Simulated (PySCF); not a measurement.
# Working out the electron affinity of Br

Br⁻ [Kr] (1S) → Br [Ar] 3d10 4s2 4p5 (2P). Calculation: PySCF 2.14, in aug-cc-pVDZ-DK (6s5p3d, 36 functions); scalar relativity by spin-free X2C-1e. Frozen: [Ar] 3d10. Energies in hartree (1 hartree = 27.21139 eV):

```tsv
part	Br⁻ (lower)	Br (upper)
UHF	-2604.389877	-2604.300226
CCSD correlation	-0.141424	-0.112599
(T)	-0.003182	-0.001735
```

Task: What does Hartree-Fock give?

Result: (-2604.300226) − (-2604.389877) = 0.089651 hartree = 2.440 eV.

Task: What do CCSD and CCSD(T) give?

Result: The CCSD correlation energies differ by 0.028825 hartree = 0.784 eV and the triples by 0.001447 hartree = 0.039 eV, so CCSD gives 3.224 eV and CCSD(T) 3.263 eV.

A first-order spin-orbit estimate adds -0.146 eV to CCSD(T) (valence), giving 3.117 eV against 3.364 eV (measured; photodetachment measurements, as compiled on the Wikipedia data page of electron affinities).

A double-zeta basis recovers only part of the correlation energy.

What remains against the reference includes basis incompleteness, the frozen core and higher excitations.
